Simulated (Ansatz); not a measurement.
Consider the formal exchange of groups at a B–S bond: `CSB[TeH]` + `[InH3]` → `[InH2][BH][TeH]` + CH₃SH.

Computed with Ansatz on PBE0-D4/def2-TZVP structures; ΔE is electronic, products minus reactants. CCSD(T)/CBS adds triple-zeta CCSD(T) − MP2 to the extrapolated MP2 energy (def2 sets, frozen cores). This one scheme is used for every species. Functionals use def2-TZVPP. B3LYP here is the variant with VWN-RPA as its local correlation; programs differ in this. HSE06 is defined as in plane-wave codes. Elements past krypton have def2 core potentials. For In, Te outer-core shells are correlated without core-valence functions, which leaves a few kJ/mol of doubt a bond. Each species was taken in one conformer, which may not be the lowest.

(1) Is it downhill or uphill in electronic energy at CCSD(T)/CBS, and by how much? (Estimate.)

(2) What do these levels give: r2SCAN-D4, B3LYP-D4, ωB97M-V, r2SCANh, HSE06, CAM-B3LYP, LC-ωPBE, CCSD/def2-SVP, SCS-MP2/def2-TZVPP, CCSD(T)/def2-TZVPP, SCS-MP2/def2-QZVPP, HF/CBS(def2)? (An estimate is asked.)

Largest T1 diagnostic among the species: 0.016.

## Answers

(1) Computed: Uphill: ΔE = +73.4 kJ/mol.

(2) Ansatz gave: r2SCAN-D4 86.1, B3LYP-D4 84.2, ωB97M-V 84.3, r2SCANh 85.0, HSE06 80.9, CAM-B3LYP 83.7, LC-ωPBE 83.3, CCSD/def2-SVP 86.2, SCS-MP2/def2-TZVPP 79.0, CCSD(T)/def2-TZVPP 75.2, SCS-MP2/def2-QZVPP 78.0, HF/CBS(def2) 79.5 kJ/mol.

From BLYP to BHLYP (50 % exact exchange), in def2-TZVPP and without D4, ΔE moves by +3.3 kJ/mol. The D4 term adds +4.3 kJ/mol with B3LYP and +2.3 kJ/mol with PBE0; it sums over pairs of atoms, weighted by their polarisabilities, and B3LYP, whose exchange is more repulsive, gets the larger term.
